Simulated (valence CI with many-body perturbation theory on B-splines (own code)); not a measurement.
**Energy levels of Os⁷⁰⁺**

Level of theory: relativistic CI+MBPT: four valence electrons over a frozen Dirac-Fock core [He], radial functions for each j: 11 s, 11 p, 9 d, 7 f, 5 g, 2 h, 1 i, with the one-electron correlation potential Σ1, the two-electron term Σ2, the three-electron term Σ3, Breit, model QED; selected CI, second order for the rest (own B-spline code, finite nucleus).

The last digits are not significant, and no measured levels were compared; by estimate large intervals hold to a few tenths of a per cent, small ones and those within an open d or f shell to about a per cent. Among the levels kept, up to 300 cm⁻¹ of a level comes from second order outside the variational space, and about a tenth of that is noise between levels of different J, which matters for small intervals.

Levels 91 to 114 of 114, with energies above the lowest level, (2s^2 2p1/2^2) J=0. "Leading %" is the weight of the configuration and term that name the level; weights of strongly mixed levels are sums over their largest components and can fall short. In the jj column 3d3/2^4 stands for four electrons in 3d with j = 3/2. Lifetimes count E1, E2, E3, M1 and M2 decay at the calculated energies, and are blank where another channel may lead or the interval is too uncertain; long ones can be off by a factor of two.

| No. | Configuration | Term | J | E (× 10³ cm⁻¹) | Leading % | Lifetime | Second component | Leading jj |
| --- | --- | --- | --- | --- | --- | --- | --- | --- |
| 91 | 2s2p²3d | ³G | 4 | 110040 | 34 | 28.3 fs | 19 % 2s2p²3d ¹G | 2s 2p1/2 2p3/2 3d3/2 (98 %) |
| 92 | 2s2p²3d | ³D | 3 | 110110 | 33 | 546 as | 28 % 2s2p²3d ³F | 2s 2p1/2 2p3/2 3d3/2 (98 %) |
| 93 | 2s2p²3p | ³P° | 0 | 110140 | 79 | 36.6 fs | 20 % 2s2p²3p ¹S° | 2s 2p1/2 2p3/2 3p3/2 (100 %) |
| 94 | 2s2p²3p | ¹D° | 2 | 110170 | 42 | 3.79 fs | 22 % 2s2p²3p ³D° | 2s 2p1/2 2p3/2 3p3/2 (99 %) |
| 95 | 2s2p²3p | ³S° | 1 | 110180 | 32 | 3.50 fs | 25 % 2s2p²3p ³P° | 2s 2p1/2 2p3/2 3p3/2 (99 %) |
| 96 | 2s2p²3d | ³D | 2 | 110180 | 34 | 479 as | 18 % 2s2p²3d ⁵P | 2s 2p1/2 2p3/2 3d3/2 (99 %) |
| 97 | 2s2p²3p | ³P° | 1 | 110240 | 50 | 19.3 fs | 27 % 2s2p²3p ¹P° | 2s 2p1/2 2p3/2 3p3/2 (99 %) |
| 98 | 2s2p²3d | ³P | 1 | 110260 | 33 | 465 as | 30 % 2s2p²3d ⁵P | 2s 2p1/2 2p3/2 3d3/2 (99 %) |
| 99 | 2s2p²3d | ³F | 2 | 110590 | 70 | 4.24 fs | 11 % 2s2p²3d ⁵D | 2s 2p1/2 2p3/2 3d3/2 (91 %) |
| 100 | 2s2p²3d | ⁵D | 4 | 110620 | 45 | 21.6 fs | 36 % 2s2p²3d ⁵F | 2s 2p1/2 2p3/2 3d5/2 (100 %) |
| 101 | 2s2p²3d | ³G | 3 | 110640 | 49 | 7.38 fs | 26 % 2s2p²3d ¹F | 2s 2p1/2 2p3/2 3d3/2 (99 %) |
| 102 | 2s2p²3d | ³D | 1 | 110660 | 31 | 1.66 fs | 26 % 2s2p²3d ¹P | 2s 2p1/2 2p3/2 3d3/2 (91 %) |
| 103 | 2s2p²3d | ³F | 2 | 110820 | 29 | 702 as | 21 % 2s2p²3d ³P | 2s 2p1/2 2p3/2 3d3/2 (53 %) |
| 104 | 2s2p²3d | ³D | 1 | 110830 | 56 | 527 as | 14 % 2s2p²3d ³P | 2s 2p1/2 2p3/2 3d3/2 (91 %) |
| 105 | 2s2p²3d | ³F | 3 | 110880 | 42 | 423 as | 30 % 2s2p²3d ⁵P | 2s 2p1/2 2p3/2 3d5/2 (98 %) |
| 106 | 2s2p²3d | ³F | 2 | 110880 | 25 | 451 as | 20 % 2s2p²3d ³P | 2s 2p1/2 2p3/2 3d3/2 (51 %) |
| 107 | 2s2p²3d | ³P | 0 | 110930 | 82 | 376 as | 18 % 2s2p²3d ¹S | 2s 2p1/2 2p3/2 3d3/2 (98 %) |
| 108 | 2s2p²3d | ³G | 5 | 110950 | 63 | 5.26 ps | 37 % 2s2p²3d ⁵F | 2s 2p1/2 2p3/2 3d5/2 (100 %) |
| 109 | 2s2p²3d | ³D | 1 | 111060 | 55 | 526 as | 26 % 2s2p²3d ³P | 2s 2p1/2 2p3/2 3d5/2 (87 %) |
| 110 | 2s2p²3d | ³D | 3 | 111160 | 59 | 602 as | 18 % 2s2p²3d ¹F | 2s 2p1/2 2p3/2 3d5/2 (99 %) |
| 111 | 2s2p²3d | ³F | 4 | 111200 | 58 | 458 as | 22 % 2s2p²3d ¹G | 2s 2p1/2 2p3/2 3d5/2 (98 %) |
| 112 | 2s2p²3d | ¹D | 2 | 111250 | 41 | 648 as | 19 % 2s2p²3d ³D | 2s 2p1/2 2p3/2 3d5/2 (95 %) |
| 113 | 2s2p²3d | ¹P | 1 | 111350 | 47 | 586 as | 25 % 2s2p²3d ³D | 2s 2p1/2 2p3/2 3d5/2 (95 %) |
| 114 | 2s2p²3d | ³P | 0 | 111410 | 51 | 558 as | 45 % 2s2p²3d ¹S | 2s 2p1/2 2p3/2 3d5/2 (98 %) |
